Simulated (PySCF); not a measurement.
A structure optimised at PBE-D3(BJ)/def2-TZVP, used in a PySCF frequency run:

```xyz
6

Al     0.0000     0.0000    -0.4136
C      0.0000     0.0000    -2.3290
H     -0.9010    -0.5202    -2.6871
H      0.9010    -0.5202    -2.6871
H      0.0000     1.0403    -2.6871
Cl     0.0000     0.0000     1.6125
```
Charge +1, spin multiplicity 1.

Problem. Write its SMILES, formula and point group.

Solution. [CH3][Al+][Cl], CH3AlCl, C3v

Problem. What are its rotational constants (standard atomic weights)?

Solution. 154.41, 2.7445, 2.7445 GHz
